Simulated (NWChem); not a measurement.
C₅H₁₄O₂Si; SMILES O([SiH](C)OCC)CC

```xyz
22

Si    -0.9336    -0.0760     0.3887
C     -2.3798     0.1536    -0.7587
O     -0.0182     1.3062     0.5385
C      0.5338     2.0383    -0.5300
C      1.4295     3.1283     0.0120
O     -0.0379    -1.3256    -0.2489
C      1.0745    -1.9172     0.3808
C      1.4777    -3.1664    -0.3683
H     -1.3282    -0.3939     1.7899
H     -2.0396     0.3342    -1.7901
H     -3.0004     1.0063    -0.4430
H     -3.0106    -0.7484    -0.7676
H      1.1109     1.3718    -1.1994
H     -0.2713     2.4855    -1.1452
H      0.8592     3.8039     0.6668
H      1.8649     3.7205    -0.8073
H      2.2496     2.6949     0.6038
H      1.9192    -1.2031     0.4121
H      0.8349    -2.1674     1.4330
H      1.7315    -2.9247    -1.4113
H      2.3530    -3.6390     0.1029
H      0.6519    -3.8934    -0.3795
```
Atoms are numbered in this order, from 1.

All runs: NWChem. Pople sets run with spherical d functions. STO-3G and 3-21G are far too small for this property and stand as cheap habits. Structure relaxed at the PBE0/def2-SVP level. No frequency run checked for a minimum. GIAO values for the isolated, static molecule; σ is the absolute isotropic shielding, δ = σ(reference) − σ with the isolated reference molecule computed at the same levels (13C: tetramethylsilane, 1H: tetramethylsilane, 17O: water).

| level | δ C4 (ppm) | δ C5 (ppm) | δ O6 (ppm) | δ C7 (ppm) | δ C8 (ppm) | δ H9 (ppm) | δ H14 (ppm) |
|---|---|---|---|---|---|---|---|
| LDA (Slater exchange, VWN5)/pcSseg-1 | 61.9 | 19.1 | 98.3 | 65.5 | 19.2 | 5.18 | 3.86 |
| Hartree-Fock/STO-3G | ? | 19.9 | ? | ? | 19.9 | ? | ? |
| B3LYP/6-31G* | 55.3 | 19.1 | 53.0 | 57.8 | 19.2 | 5.02 | 3.79 |
| PBE0/pcSseg-1 | 58.9 | 19.9 | 71.6 | 61.7 | 20.0 | 4.68 | 3.59 |

Task: Complete the blanks.

Result: 
- Hartree-Fock/STO-3G, δ C4 (ppm): 50.6
- Hartree-Fock/STO-3G, δ O6 (ppm): -96.9
- Hartree-Fock/STO-3G, δ C7 (ppm): 51.7
- Hartree-Fock/STO-3G, δ H9 (ppm): 2.19
- Hartree-Fock/STO-3G, δ H14 (ppm): 1.12
